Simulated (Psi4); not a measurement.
C$_{4}$H$_{5}$ (SMILES [CH]1[C@@H]2C[C@H]12), doublet, geometry from GFN2-xTB; MP2/def2-SVPD (Psi4).

Here is a job for Psi4.
```
memory 2 GB

molecule mol {
0 2
C    -0.011048    1.152992    0.292681
C     0.006069   -1.071617    0.362843
C     0.777923    0.051757   -0.247030
C    -0.775309    0.039481   -0.257303
H    -0.016569    2.162854   -0.079261
H    -0.000459   -1.149501    1.442906
H     0.016990   -2.032726   -0.139902
H     1.484404    0.003521   -1.055676
H    -1.470182   -0.019829   -1.075216
}

set {
  basis def2-svpd
  reference uhf
  freeze_core true
  mp2_type conv
  scf_type pk
  puream true
  d_convergence 1e-8
}

energy('mp2')
print_variables()
```

**Question.** Write the output that Psi4 gives for this input, abridged.

**Answer.** 
```
   => Loading Basis Set <=

    Name: DEF2-SVPD
    Role: ORBITAL
    Keyword: BASIS

         ---------------------------------------------------------
                                   SCF
               by Justin Turney, Rob Parrish, Andy Simmonett
                          and Daniel G. A. Smith
                              UHF Reference
         ---------------------------------------------------------

  ==> Geometry <==

    Molecular point group: c1
    Full point group: C1

    Geometry (in Angstrom), charge = 0, multiplicity = 2:

       Center              X                  Y                   Z               Mass
    ------------   -----------------  -----------------  -----------------  -----------------
         C           -0.010782441138     1.133618174363     0.275711554763    12.000000000000
         C            0.006334558862    -1.090990825637     0.345873554763    12.000000000000
         C            0.778188558862     0.032383174363    -0.263999445237    12.000000000000
         C           -0.775043441138     0.020107174363    -0.274272445237    12.000000000000
         H           -0.016303441138     2.143480174363    -0.096230445237     1.007825032230
         H           -0.000193441138    -1.168874825637     1.425936554763     1.007825032230
         H            0.017255558862    -2.052099825637    -0.156871445237     1.007825032230
         H            1.484669558862    -0.015852825637    -1.072645445237     1.007825032230
         H           -1.469916441138    -0.039202825637    -1.092185445237     1.007825032230

  Running in c1 symmetry.

  Rotational constants: A =      0.61936  B =      0.34753  C =      0.28552 [cm^-1]
  Rotational constants: A =  18567.92229  B =  10418.58381  C =   8559.67359 [MHz]
  Nuclear repulsion =  108.897973433605358

  Charge       = 0
  Multiplicity = 2
  Electrons    = 29
  Nalpha       = 15
  Nbeta        = 14

  ==> Algorithm <==

  SCF Algorithm Type is PK.
  DIIS enabled.
  MOM disabled.
  Fractional occupation disabled.
  Guess Type is SAD.
  Energy threshold   = 1.00e-08
  Density threshold  = 1.00e-08
  Integral threshold = 1.00e-12

  ==> Primary Basis <==

  Basis Set: DEF2-SVPD
    Blend: DEF2-SVPD
    Number of shells: 52
    Number of basis functions: 120
    Number of Cartesian functions: 128
    Spherical Harmonics?: true
    Max angular momentum: 2

  ==> Integral Setup <==

  Using in-core PK algorithm.
   Calculation information:
      Number of atoms:                   9
      Number of AO shells:              52
      Number of primitives:             86
      Number of atomic orbitals:       128
      Number of basis functions:       120

      Integral cutoff                 1.00e-12
      Number of threads:                 1

  Performing in-core PK
  Using 52714860 doubles for integral storage.
  We computed 947808 shell quartets total.
  Whereas there are 950131 unique shell quartets.

  ==> DiskJK: Disk-Based J/K Matrices <==

    J tasked:                  Yes
    K tasked:                  Yes
    wK tasked:                  No
    Schwarz Cutoff:          1E-12

  Minimum eigenvalue in the overlap matrix is 1.3557438046E-04.
  Reciprocal condition number of the overlap matrix is 1.2530930334E-05.
    Using symmetric orthogonalization.

  ==> Pre-Iterations <==

  SCF Guess: Superposition of Atomic Densities via on-the-fly atomic UHF (no occupation information).

   -------------------------
    Irrep   Nso     Nmo
   -------------------------
     A        120     120
   -------------------------
    Total     120     120
   -------------------------

  ==> Iterations <==

                        Total Energy        Delta E     RMS |[F,P]|

   @UHF iter SAD:  -154.00135326153034   -1.54001e+02   0.00000e+00
   @UHF iter   1:  -154.05070797536783   -4.93547e-02   2.71179e-03 ADIIS/DIIS
   @UHF iter   2:  -154.11518008457915   -6.44721e-02   1.18873e-03 ADIIS/DIIS
   @UHF iter   3:  -154.12714081836049   -1.19607e-02   3.31804e-04 ADIIS/DIIS
   @UHF iter   4:  -154.12936699039000   -2.22617e-03   1.09048e-04 ADIIS/DIIS
   @UHF iter   5:  -154.12982186733839   -4.54877e-04   6.66708e-05 DIIS
   @UHF iter   6:  -154.12999360756541   -1.71740e-04   3.03592e-05 DIIS
   @UHF iter   7:  -154.13003976875115   -4.61612e-05   1.38080e-05 DIIS
   @UHF iter   8:  -154.13004761181355   -7.84306e-06   6.89331e-06 DIIS
   @UHF iter   9:  -154.13004946566301   -1.85385e-06   2.97809e-06 DIIS
   @UHF iter  10:  -154.13004975054392   -2.84881e-07   1.06213e-06 DIIS
   @UHF iter  11:  -154.13004978300916   -3.24652e-08   4.51379e-07 DIIS
   @UHF iter  12:  -154.13004978934833   -6.33918e-09   2.24710e-07 DIIS
   @UHF iter  13:  -154.13004979134436   -1.99603e-09   8.35195e-08 DIIS
   @UHF iter  14:  -154.13004979161644   -2.72081e-10   2.99822e-08 DIIS
   @UHF iter  15:  -154.13004979164486   -2.84217e-11   1.28501e-08 DIIS
   @UHF iter  16:  -154.13004979164947   -4.60432e-12   4.81474e-09 DIIS
  Energy and wave function converged.

  ==> Post-Iterations <==

   @Spin Contamination Metric:   1.037218480E-02
   @S^2 Expected:                7.500000000E-01
   @S^2 Observed:                7.603721848E-01
   @S   Expected:                5.000000000E-01
   @S   Observed:                5.000000000E-01

    Orbital Energies [Eh]
    ---------------------

    Alpha Occupied:

[...]
    Alpha Virtual:

[...]
    Beta Occupied:

[...]
    Beta Virtual:

[...]
     120A      3.784151

    Final Occupation by Irrep:
              A
    DOCC [    14 ]
    SOCC [     1 ]
    NA   [    15 ]
    NB   [    14 ]

  @UHF Final Energy:  -154.13004979164947

   => Energetics <=

    Nuclear Repulsion Energy =            108.8979734336053582
    One-Electron Energy =                -421.9787426743533842
    Two-Electron Energy =                 158.9507194490985853
    Total Energy =                       -154.1300497916494692

  UHF NO Occupations:
  HONO-2 :   13  A 1.9994079
  HONO-1 :   14  A 1.9966102
[...]
  DIE_IF_NOT_CONVERGED          => (empty)
[...]
  FREEZE_CORE                   => TRUE            !
  FREEZE_CORE_POLICY            => (empty)
  FROZEN_DOCC                   => (empty)
  FROZEN_UOCC                   => (empty)
  INTEGRAL_PACKAGE              => (empty)
  IP_POLES                      => (empty)
  LEVEL_SHIFT                   => (empty)
  LITERAL_CFOUR                 => (empty)
  LS_THC_BASIS_TOLERANCE        => (empty)
  LS_THC_DF                     => (empty)
  LS_THC_PRUNING_SCHEME         => (empty)
  LS_THC_RADIAL_POINTS          => (empty)
  LS_THC_SPHERICAL_POINTS       => (empty)
  LS_THC_S_EPSILON              => (empty)
  LS_THC_WEIGHTS_TOLERANCE      => (empty)
  MAT_NUM_COLUMN_PRINT          => (empty)
  MAX_MOGRAD_CONVERGENCE        => (empty)
  MAX_RADIAL_MOMENT             => (empty)
  MBIS_D_CONVERGENCE            => (empty)
  MBIS_MAXITER                  => (empty)
  MBIS_PRUNING_SCHEME           => (empty)
  MBIS_RADIAL_POINTS            => (empty)
  MBIS_SPHERICAL_POINTS         => (empty)
  MOGRAD_DAMPING                => (empty)
  MOLDEN_WITH_VIRTUAL           => (empty)
  MO_MAXITER                    => (empty)
  MO_READ                       => (empty)
  MO_STEP_MAX                   => (empty)
  MO_WRITE                      => (empty)
  MP2_OS_SCALE                  => (empty)
  MP2_SOS_SCALE                 => (empty)
  MP2_SOS_SCALE2                => (empty)
  MP2_SS_SCALE                  => (empty)
  MP2_TYPE                      => CONV            !
  MP_TYPE                       => (empty)
  NAT_ORBS                      => (empty)
  NUM_FROZEN_DOCC               => (empty)
  NUM_FROZEN_UOCC               => (empty)
  NUM_GPUS                      => (empty)
  OCC_ORBS_PRINT                => (empty)
  OEPROP                        => (empty)
  OPT_METHOD                    => (empty)
  ORBITAL_OPTIMIZER_PACKAGE     => (empty)
  ORB_OPT                       => FALSE           !
  ORB_RESP_SOLVER               => (empty)
  ORTH_TYPE                     => (empty)
  OS_SCALE                      => (empty)
  PARENT_SYMMETRY               => (empty)
  PCG_BETA_TYPE                 => (empty)
  PCG_CONVERGENCE               => (empty)
  PCG_MAXITER                   => (empty)
  PCM                           => (empty)
  PE                            => (empty)
  PRINT                         => (empty)
  PRINT_NOONS                   => (empty)
  PROPERTIES                    => (empty)
  PROPERTIES_ORIGIN             => (empty)
  PUREAM                        => TRUE            !
  QC_MODULE                     => (empty)
  RAS1                          => (empty)
  RAS2                          => (empty)
  RAS3                          => (empty)
  RAS4                          => (empty)
  RELATIVISTIC                  => (empty)
  RELAXED                       => (empty)
  REMP_A                        => (empty)
  RESTRICTED_DOCC               => (empty)
  RESTRICTED_UOCC               => (empty)
  RMS_MOGRAD_CONVERGENCE        => (empty)
  R_CONVERGENCE                 => (empty)
  SCF_TYPE                      => PK              !
  SCREENING                     => (empty)
  SCS_TYPE                      => (empty)
  SOCC                          => (empty)
  SOS_TYPE                      => (empty)
  SPIN_SCALE_TYPE               => NONE            !
  SS_SCALE                      => (empty)
  SYMMETRIZE                    => (empty)
  TPDM_ABCD_TYPE                => (empty)
  WFN                           => (empty)
  WFN_TYPE                      => OMP2            !
  WRITER_FILE_LABEL             => (empty)
  ZORA_BASIS_TOLERANCE          => (empty)
  ZORA_NR_DEBUG                 => (empty)
  ZORA_PRUNING_SCHEME           => (empty)
  ZORA_RADIAL_POINTS            => (empty)
  ZORA_SPHERICAL_POINTS         => (empty)

 ==============================================================================
 ==============================================================================
 ==============================================================================

                             MP2
                    Program Written by Ugur Bozkaya,
              Additional Contributions by J. P. Misiewicz

 ==============================================================================
 ==============================================================================
 ==============================================================================

	MO spaces per irreps...

	IRREP   FC   AOCC  BOCC  AVIR    BVIR  FV
	==========================================
	   A     4    11    10   105    106     0
	==========================================

	Computing MP2 energy using SCF MOs (Canonical MP2)...
	==============================================================================
	Nuclear Repulsion Energy (a.u.)    :   108.89797343360536
	SCF Energy (a.u.)                  :  -154.13004979164947
	REF Energy (a.u.)                  :  -154.13004979164947
	Alpha-Alpha Contribution (a.u.)    :    -0.07238989352414
	Alpha-Beta Contribution (a.u.)     :    -0.40471477919921
	Beta-Beta Contribution (a.u.)      :    -0.06241973597811
	Scaled_SS Correlation Energy (a.u.):    -0.04493654316742
	Scaled_OS Correlation Energy (a.u.):    -0.48565773503906
	SCS-MP2 Total Energy (a.u.)        :  -154.66064406985595
	SOS-MP2 Total Energy (a.u.)        :  -154.65617900460845
	SCSN-MP2 Total Energy (a.u.)       :  -154.36731473957343
	SCS-MP2-VDW Total Energy (a.u.)    :  -154.71548952377557
	SOS-PI-MP2 Total Energy (a.u.)     :  -154.69665048252836
	MP2 Correlation Energy (a.u.)      :    -0.53952440870147
	MP2 Total Energy (a.u.)            :  -154.66957420035092
	==============================================================================

  Variable Map:
  ----------------------------------------------------------------------------
[...]
  Array Variable Map:
  ----------------------------------------------------------------------------
[...]
[...]
```
